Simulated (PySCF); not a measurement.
Gas-phase reaction: 2 GeH3F + 5 GeH2 ⇌ 2 Ge3H8 + GeF2

Energies from PySCF, thermal terms from the rigid-rotor harmonic-oscillator model, ideal gas at 1 bar. † marks an energy on the PBE0/def2-TZVP geometry and frequencies; other levels use their own. 6-31G* has spherical d functions here. All species are closed-shell singlets. Ge: all electrons, no relativistic terms. GeH2: computed as isolated molecules; such fragments, hydroxides, amides, oligomers or adducts are transient or little studied in the gas. The harmonic model lacks anharmonicity and excited electronic states, which grow with temperature; levels with a mode under 35 cm⁻¹ are left out. Internal rotation in Ge3H8 is treated as a harmonic vibration of one conformer, which makes the entropy rough.

```json
[
 {"level": "HF/6-31G*", "ΔE electronic, kJ": "-817", "ΔH°(298 K), kJ": "-769", "ΔS°(298 K), J/K": "-569", "ΔG°(600 K), kJ": "-431"},
 {"level": "PBE/def2-TZVP†", "ΔE electronic, kJ": "-967", "ΔH°(298 K), kJ": "-920", "ΔS°(298 K), J/K": "-562", "ΔG°(600 K), kJ": "-587"},
 {"level": "PBE0/def2-QZVP†", "ΔE electronic, kJ": "-987", "ΔH°(298 K), kJ": "-939", "ΔS°(298 K), J/K": "-562", "ΔG°(600 K), kJ": "-606"},
 {"level": "PBE0/def2-TZVP", "ΔE electronic, kJ": "-991", "ΔH°(298 K), kJ": "-944", "ΔS°(298 K), J/K": "-562", "ΔG°(600 K), kJ": "-611"},
 {"level": "r2SCAN/def2-TZVP†", "ΔE electronic, kJ": "-1033", "ΔH°(298 K), kJ": "-986", "ΔS°(298 K), J/K": "-562", "ΔG°(600 K), kJ": "-653"}
]
```
ΔH° is lowest at r2SCAN/def2-TZVP† and highest at HF/6-31G*. No reference value is set beside these.
